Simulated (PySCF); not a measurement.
PySCF input file for H₄O₄Ti, SMILES [OH][Ti]([OH])([OH])[OH] (connectivity only; charge and spin as stated), charge +1, multiplicity 2, IEF-PCM-ωB97X/def2-SVP. The structure is a stationary point at ωB97X-D3(BJ)/def2-SVP. The multiplicity is an assumed one; no other spin state was optimised. The isomer is the one that the SMILES or the coordinates give; other isomers of the formula were not compared. The values are those of a single conformer.

```python
import numpy as np
from pyscf import gto, scf, dft
from pyscf.solvent import pcm

mol = gto.M(
    atom='''
    Ti    0.09454311    0.07383874    0.06003745
    O     1.18297039    0.92557635   -0.96627305
    H     1.55547033    1.71989065   -1.37663410
    O    -1.10143640    1.04321518    0.84169955
    H    -1.60253050    1.40853790    1.58562552
    O    -1.18503440   -1.04446435   -1.21049932
    H    -1.64686884   -1.88319908   -0.97319372
    O     0.84941081   -1.09484714    1.08427182
    H     1.64669731   -1.50552188    1.44978663
    ''',
    basis='def2-SVP',
    charge=1,
    spin=1,
    max_memory=1600,
    verbose=3,
)
mf = dft.UKS(mol, xc='wb97x').density_fit(auxbasis='def2-universal-jkfit')
mf.grids.level = 3
mf.conv_tol = 1e-9
mf.max_cycle = 100
mf.kernel()
fine, coarse = mf.grids, dft.Grids(mol).set(level=1).build(with_non0tab=True)
for _ in range(3):  # follow internal instabilities
    mf.grids = coarse
    mo, _, stable, _ = mf.stability(return_status=True, nroots=4)
    mf.grids = fine
    if stable:
        break
    mf.kernel(mf.make_rdm1(mo, mf.mo_occ))
res = {}
for name, eps in {'water': 78.355, 'tetrahydrofuran': 7.4257, 'N,N-dimethylformamide': 37.219}.items():
    s = mf.PCM()
    s.with_solvent.method, s.with_solvent.eps, s.with_solvent.lebedev_order = 'IEF-PCM', eps, 29
    s.kernel(mf.make_rdm1())
    res[name] = (s.e_tot, eps, s.dip_moment(), s.mo_energy, s.converged)
    print(f'{name}: electrostatic solvation free energy {(s.e_tot - mf.e_tot) * 627.509474:.3f} kcal/mol')
```

Output:

```

WARN: HOMO -0.464559195817184 >= LUMO -0.464559195817185

converged SCF energy = -1152.18373419516  <S^2> = 0.7542927  2S+1 = 2.0042881
<class 'pyscf.df.df_jk.DFUKS'> wavefunction is stable in the internal stability analysis

WARN: PCM is an experimental feature. It is still in testing.
Features and APIs may be changed in the future.

converged SCF energy = -1152.28212319457  <S^2> = 0.75402321  2S+1 = 2.0040192

WARN: System has nonzero charge 1; the dipole moment is origin-dependent.
Location of origin: [0. 0. 0.]

Dipole moment(X, Y, Z, Debye): -1.15531, -1.71267,  0.27093
water: electrostatic solvation free energy -61.740 kcal/mol

WARN: PCM is an experimental feature. It is still in testing.
Features and APIs may be changed in the future.

converged SCF energy = -1152.26934346488  <S^2> = 0.75406063  2S+1 = 2.0040565

WARN: System has nonzero charge 1; the dipole moment is origin-dependent.
Location of origin: [0. 0. 0.]

Dipole moment(X, Y, Z, Debye): -1.12249, -1.65483,  0.25839
tetrahydrofuran: electrostatic solvation free energy -53.721 kcal/mol

WARN: PCM is an experimental feature. It is still in testing.
Features and APIs may be changed in the future.

converged SCF energy = -1152.28063057901  <S^2> = 0.7540276  2S+1 = 2.0040236

WARN: System has nonzero charge 1; the dipole moment is origin-dependent.
Location of origin: [0. 0. 0.]

Dipole moment(X, Y, Z, Debye): -1.15129, -1.70536,  0.26916
N,N-dimethylformamide: electrostatic solvation free energy -60.803 kcal/mol
```

The run converged.

Cost: around 6 core-minutes (rough).
